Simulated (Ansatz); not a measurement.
A short molecular-dynamics run on `[O]=[Mo](=[O])([OH])[F]`.

```yaml
crystal:
  periodic: [false, false, false]
  atoms:
    - {symbol: O, position_ang: [0.806817, -1.223136, 1.266281]}
    - {symbol: Mo, position_ang: [0.323081, -0.310876, -0.045245]}
    - {symbol: O, position_ang: [-0.557262, -1.300042, -1.062180]}
    - {symbol: O, position_ang: [-0.742648, 1.088452, 0.559150]}
    - {symbol: F, position_ang: [1.798648, 0.343043, -0.936307]}
    - {symbol: H, position_ang: [-1.586434, 1.338560, 0.172301]}
basis:
  gaussian: {orbitals: def2-SVP}
hamiltonian: {xc: {name: BLYP}}
md: {timestep: 0.5 fs, n_steps: 30, ensemble: nvt_langevin, temperature: 1000, initial_velocities: maxwell_boltzmann, friction: 0.01, seed: 112}
```

```sh
$ ansatz run in.yaml --threads 4 --pin off --events-out ev --progress --plain --max-ram 10444MiB
```

```tsv
step	time (fs)	potential energy (eV)	kinetic (eV)	T (K)	conserved (eV)
0	0.0	-10727.1667	0.6463	833	–
1	0.5	-10727.1561	0.6521	841	–
2	1.0	-10727.1418	0.6706	865	–
3	1.5	-10727.1206	0.6618	853	–
4	2.0	-10727.0930	0.6394	824	–
5	2.5	-10727.0652	0.6174	796	–
6	3.0	-10727.0435	0.5659	730	–
7	3.5	-10727.0295	0.5725	738	–
8	4.0	-10727.0256	0.5674	732	–
9	4.5	-10727.0299	0.5392	695	–
10	5.0	-10727.0375	0.5521	712	–
11	5.5	-10727.0480	0.5146	663	–
12	6.0	-10727.0586	0.5048	651	–
13	6.5	-10727.0660	0.5454	703	–
14	7.0	-10727.0690	0.5038	650	–
15	7.5	-10727.0708	0.5287	682	–
16	8.0	-10727.0760	0.5920	763	–
17	8.5	-10727.0873	0.6175	796	–
18	9.0	-10727.1059	0.6762	872	–
19	9.5	-10727.1279	0.6783	875	–
20	10.0	-10727.1466	0.7436	959	–
21	10.5	-10727.1568	0.7755	1000	–
22	11.0	-10727.1551	0.8351	1077	–
23	11.5	-10727.1446	0.7876	1016	–
24	12.0	-10727.1304	0.8605	1109	–
25	12.5	-10727.1143	0.9038	1165	–
26	13.0	-10727.1011	0.9864	1272	–
27	13.5	-10727.0962	0.8689	1120	–
28	14.0	-10727.0969	0.8615	1111	–
29	14.5	-10727.0970	0.8674	1118	–
30	15.0	-10727.0888	0.8492	1095	–
```

Velocities are drawn at the set temperature; a run this short doesn't reach equilibrium.

Frames (Å, forces in eV/Å):

```xyz
6
time=0.0 fs
O     0.807   -1.223    1.266    0.610   -1.164    1.661
Mo    0.323   -0.311   -0.045    0.364    1.368   -0.251
O    -0.557   -1.300   -1.062   -1.109   -1.257   -1.276
O    -0.743    1.088    0.559    0.155    0.465    0.608
F     1.799    0.343   -0.936    0.734    0.315   -0.441
H    -1.586    1.339    0.172   -0.754    0.272   -0.301
6
time=0.5 fs
O     0.801   -1.224    1.268    0.605   -1.169    1.640
Mo    0.322   -0.312   -0.047    0.483    1.546    0.056
O    -0.552   -1.297   -1.063   -1.306   -1.473   -1.502
O    -0.736    1.091    0.561   -0.198    0.583    0.452
F     1.797    0.342   -0.932    0.827    0.348   -0.496
H    -1.586    1.356    0.180   -0.411    0.165   -0.150
6
time=1.0 fs
O     0.796   -1.225    1.269    0.588   -1.151    1.588
Mo    0.321   -0.312   -0.048    0.617    1.715    0.402
O    -0.547   -1.294   -1.063   -1.505   -1.693   -1.737
O    -0.730    1.094    0.563   -0.619    0.730    0.270
F     1.797    0.341   -0.928    0.913    0.378   -0.547
H    -1.588    1.374    0.188    0.007    0.020    0.025
6
time=1.5 fs
O     0.790   -1.226    1.271    0.569   -1.125    1.526
Mo    0.320   -0.313   -0.050    0.736    1.874    0.756
O    -0.543   -1.291   -1.064   -1.697   -1.905   -1.967
O    -0.723    1.097    0.565   -1.093    0.906    0.070
F     1.796    0.340   -0.923    1.000    0.409   -0.600
H    -1.592    1.394    0.195    0.484   -0.159    0.216
6
time=2.0 fs
O     0.785   -1.227    1.273    0.546   -1.092    1.454
Mo    0.320   -0.314   -0.052    0.844    2.018    1.114
O    -0.539   -1.289   -1.064   -1.877   -2.106   -2.187
O    -0.717    1.100    0.567   -1.498    1.067   -0.097
F     1.796    0.339   -0.918    1.091    0.440   -0.655
H    -1.593    1.414    0.201    0.894   -0.328    0.371
6
time=2.5 fs
O     0.780   -1.228    1.275    0.519   -1.050    1.369
Mo    0.319   -0.315   -0.054    0.941    2.140    1.473
O    -0.535   -1.287   -1.065   -2.045   -2.291   -2.392
O    -0.710    1.104    0.569   -1.748    1.179   -0.201
F     1.795    0.338   -0.913    1.183    0.472   -0.710
H    -1.591    1.433    0.207    1.149   -0.449    0.461
6
time=3.0 fs
O     0.775   -1.229    1.277    0.490   -1.005    1.277
Mo    0.318   -0.315   -0.055    1.006    2.236    1.800
O    -0.532   -1.284   -1.066   -2.180   -2.441   -2.558
O    -0.704    1.108    0.571   -1.849    1.230   -0.252
F     1.794    0.337   -0.909    1.271    0.501   -0.762
H    -1.585    1.451    0.214    1.262   -0.521    0.494
6
time=3.5 fs
O     0.770   -1.230    1.280    0.454   -0.954    1.172
Mo    0.318   -0.316   -0.057    1.053    2.314    2.100
O    -0.530   -1.282   -1.068   -2.283   -2.557   -2.687
O    -0.698    1.112    0.573   -1.843    1.229   -0.270
F     1.794    0.335   -0.904    1.342    0.524   -0.802
H    -1.577    1.468    0.222    1.278   -0.556    0.487
6
time=4.0 fs
O     0.766   -1.231    1.283    0.412   -0.890    1.048
Mo    0.317   -0.317   -0.058    1.075    2.357    2.369
O    -0.527   -1.280   -1.071   -2.349   -2.628   -2.770
O    -0.692    1.116    0.575   -1.716    1.162   -0.256
F     1.795    0.334   -0.900    1.396    0.540   -0.831
H    -1.566    1.483    0.230    1.182   -0.541    0.440
6
time=4.5 fs
O     0.762   -1.232    1.286    0.368   -0.819    0.914
Mo    0.316   -0.317   -0.059    1.053    2.361    2.590
O    -0.525   -1.279   -1.075   -2.366   -2.644   -2.793
O    -0.687    1.122    0.579   -1.510    1.040   -0.228
F     1.796    0.332   -0.896    1.438    0.551   -0.853
H    -1.554    1.496    0.237    1.018   -0.490    0.370
6
time=5.0 fs
O     0.759   -1.232    1.290    0.318   -0.737    0.764
Mo    0.315   -0.318   -0.060    1.006    2.321    2.783
O    -0.524   -1.279   -1.079   -2.349   -2.620   -2.773
O    -0.683    1.127    0.582   -1.290    0.901   -0.200
F     1.797    0.330   -0.892    1.473    0.561   -0.870
H    -1.543    1.508    0.245    0.841   -0.426    0.297
6
time=5.5 fs
O     0.756   -1.232    1.294    0.262   -0.647    0.601
Mo    0.315   -0.318   -0.061    0.970    2.256    2.953
O    -0.522   -1.279   -1.084   -2.313   -2.576   -2.730
O    -0.678    1.132    0.585   -0.982    0.719   -0.136
F     1.798    0.328   -0.888    1.490    0.564   -0.877
H    -1.529    1.519    0.253    0.573   -0.316    0.189
6
time=6.0 fs
O     0.754   -1.232    1.298    0.208   -0.557    0.441
Mo    0.314   -0.318   -0.062    0.935    2.187    3.093
O    -0.520   -1.279   -1.088   -2.263   -2.515   -2.668
O    -0.674    1.138    0.588   -0.567    0.476   -0.035
F     1.799    0.327   -0.885    1.488    0.559   -0.874
H    -1.513    1.530    0.261    0.198   -0.150    0.043
6
time=6.5 fs
O     0.752   -1.232    1.302    0.153   -0.461    0.280
Mo    0.313   -0.318   -0.063    0.895    2.108    3.217
O    -0.519   -1.280   -1.093   -2.199   -2.435   -2.591
O    -0.670    1.144    0.592   -0.090    0.188    0.083
F     1.801    0.326   -0.881    1.472    0.549   -0.865
H    -1.496    1.540    0.268   -0.232    0.052   -0.124
6
time=7.0 fs
O     0.750   -1.234    1.305    0.100   -0.366    0.124
Mo    0.312   -0.318   -0.064    0.847    2.023    3.321
O    -0.518   -1.282   -1.097   -2.125   -2.343   -2.502
O    -0.667    1.149    0.595    0.376   -0.106    0.196
F     1.804    0.324   -0.877    1.449    0.536   -0.852
H    -1.482    1.550    0.276   -0.648    0.256   -0.287
6
time=7.5 fs
O     0.748   -1.235    1.308    0.049   -0.272   -0.029
Mo    0.311   -0.318   -0.064    0.788    1.916    3.391
O    -0.517   -1.283   -1.102   -2.033   -2.228   -2.389
O    -0.663    1.155    0.599    0.767   -0.370    0.283
F     1.807    0.322   -0.874    1.419    0.520   -0.835
H    -1.469    1.560    0.285   -0.991    0.433   -0.421
6
time=8.0 fs
O     0.746   -1.236    1.310   -0.001   -0.184   -0.173
Mo    0.310   -0.318   -0.065    0.718    1.779    3.398
O    -0.517   -1.285   -1.107   -1.909   -2.075   -2.234
O    -0.659    1.161    0.602    1.049   -0.582    0.334
F     1.810    0.321   -0.871    1.371    0.498   -0.810
H    -1.457    1.572    0.291   -1.229    0.563   -0.516
6
time=8.5 fs
O     0.744   -1.236    1.313   -0.047   -0.102   -0.306
Mo    0.309   -0.318   -0.066    0.613    1.606    3.335
O    -0.517   -1.288   -1.113   -1.745   -1.875   -2.026
O    -0.655    1.167    0.606    1.212   -0.734    0.340
F     1.814    0.319   -0.867    1.313    0.472   -0.777
H    -1.448    1.584    0.297   -1.346    0.634   -0.565
6
time=9.0 fs
O     0.742   -1.236    1.315   -0.090   -0.026   -0.430
Mo    0.308   -0.317   -0.067    0.489    1.414    3.224
O    -0.518   -1.290   -1.120   -1.558   -1.648   -1.787
O    -0.651    1.173    0.609    1.157   -0.769    0.265
F     1.819    0.316   -0.864    1.246    0.443   -0.741
H    -1.442    1.597    0.302   -1.244    0.587   -0.530
6
time=9.5 fs
O     0.740   -1.237    1.318   -0.131    0.046   -0.547
Mo    0.308   -0.317   -0.068    0.363    1.214    3.100
O    -0.519   -1.293   -1.127   -1.370   -1.418   -1.545
O    -0.646    1.179    0.612    0.865   -0.666    0.105
F     1.823    0.314   -0.861    1.182    0.416   -0.707
H    -1.441    1.613    0.307   -0.909    0.408   -0.406
6
time=10.0 fs
O     0.739   -1.237    1.320   -0.173    0.119   -0.663
Mo    0.307   -0.316   -0.068    0.249    1.007    2.968
O    -0.520   -1.296   -1.134   -1.184   -1.190   -1.302
O    -0.640    1.185    0.615    0.424   -0.466   -0.101
F     1.828    0.312   -0.857    1.114    0.388   -0.671
H    -1.443    1.631    0.312   -0.430    0.141   -0.231
6
time=10.5 fs
O     0.738   -1.236    1.322   -0.213    0.182   -0.765
Mo    0.306   -0.316   -0.069    0.169    0.826    2.815
O    -0.519   -1.299   -1.141   -1.009   -0.972   -1.066
O    -0.634    1.191    0.618   -0.095   -0.209   -0.323
F     1.833    0.310   -0.854    1.023    0.352   -0.623
H    -1.446    1.652    0.317    0.124   -0.179   -0.036
6
time=11.0 fs
O     0.737   -1.236    1.324   -0.247    0.232   -0.850
Mo    0.305   -0.315   -0.069    0.110    0.679    2.650
O    -0.519   -1.303   -1.148   -0.847   -0.767   -0.844
O    -0.628    1.197    0.621   -0.582    0.040   -0.527
F     1.839    0.308   -0.852    0.918    0.311   -0.569
H    -1.449    1.673    0.323    0.648   -0.496    0.140
6
time=11.5 fs
O     0.737   -1.236    1.326   -0.285    0.288   -0.943
Mo    0.305   -0.315   -0.069    0.056    0.524    2.493
O    -0.518   -1.307   -1.155   -0.684   -0.561   -0.618
O    -0.622    1.203    0.624   -0.945    0.227   -0.684
F     1.845    0.305   -0.849    0.812    0.272   -0.516
H    -1.451    1.694    0.328    1.046   -0.750    0.267
6
time=12.0 fs
O     0.736   -1.235    1.329   -0.328    0.356   -1.052
Mo    0.304   -0.314   -0.070   -0.001    0.343    2.348
O    -0.517   -1.311   -1.163   -0.515   -0.343   -0.381
O    -0.617    1.209    0.626   -1.178    0.342   -0.796
F     1.851    0.302   -0.846    0.710    0.235   -0.466
H    -1.449    1.713    0.332    1.312   -0.933    0.348
6
time=12.5 fs
O     0.736   -1.234    1.331   -0.370    0.423   -1.159
Mo    0.303   -0.313   -0.070   -0.079    0.151    2.193
O    -0.517   -1.315   -1.170   -0.337   -0.112   -0.131
O    -0.611    1.216    0.629   -1.321    0.406   -0.878
F     1.857    0.300   -0.843    0.615    0.201   -0.421
H    -1.445    1.732    0.338    1.491   -1.070    0.396
6
time=13.0 fs
O     0.735   -1.233    1.333   -0.406    0.475   -1.242
Mo    0.303   -0.312   -0.071   -0.166   -0.037    2.005
O    -0.517   -1.320   -1.178   -0.153    0.130    0.130
O    -0.606    1.223    0.631   -1.352    0.407   -0.922
F     1.863    0.297   -0.839    0.521    0.168   -0.378
H    -1.437    1.751    0.344    1.557   -1.143    0.407
6
time=13.5 fs
O     0.735   -1.232    1.334   -0.438    0.516   -1.307
Mo    0.302   -0.311   -0.071   -0.242   -0.212    1.811
O    -0.517   -1.325   -1.186    0.021    0.361    0.380
O    -0.600    1.230    0.633   -1.226    0.312   -0.912
F     1.870    0.294   -0.835    0.427    0.137   -0.337
H    -1.423    1.767    0.351    1.459   -1.114    0.366
6
time=14.0 fs
O     0.735   -1.231    1.335   -0.471    0.554   -1.369
Mo    0.302   -0.311   -0.072   -0.312   -0.367    1.642
O    -0.517   -1.329   -1.193    0.180    0.573    0.610
O    -0.595    1.236    0.636   -0.934    0.100   -0.853
F     1.876    0.290   -0.832    0.341    0.110   -0.303
H    -1.405    1.780    0.359    1.196   -0.969    0.273
6
time=14.5 fs
O     0.736   -1.229    1.336   -0.499    0.583   -1.419
Mo    0.301   -0.310   -0.072   -0.387   -0.514    1.468
O    -0.517   -1.334   -1.200    0.335    0.781    0.837
O    -0.591    1.242    0.638   -0.492   -0.227   -0.746
F     1.882    0.287   -0.828    0.263    0.086   -0.272
H    -1.382    1.790    0.366    0.780   -0.709    0.132
6
time=15.0 fs
O     0.735   -1.228    1.337   -0.524    0.614   -1.468
Mo    0.301   -0.309   -0.072   -0.463   -0.670    1.292
O    -0.517   -1.338   -1.208    0.489    0.989    1.065
O    -0.586    1.248    0.640    0.102   -0.676   -0.584
F     1.888    0.284   -0.824    0.189    0.063   -0.242
H    -1.357    1.798    0.373    0.208   -0.321   -0.062
```

Run time 46 s (4 threads of an Arm Neoverse N1 on a shared host); peak host memory 0.13 GiB.
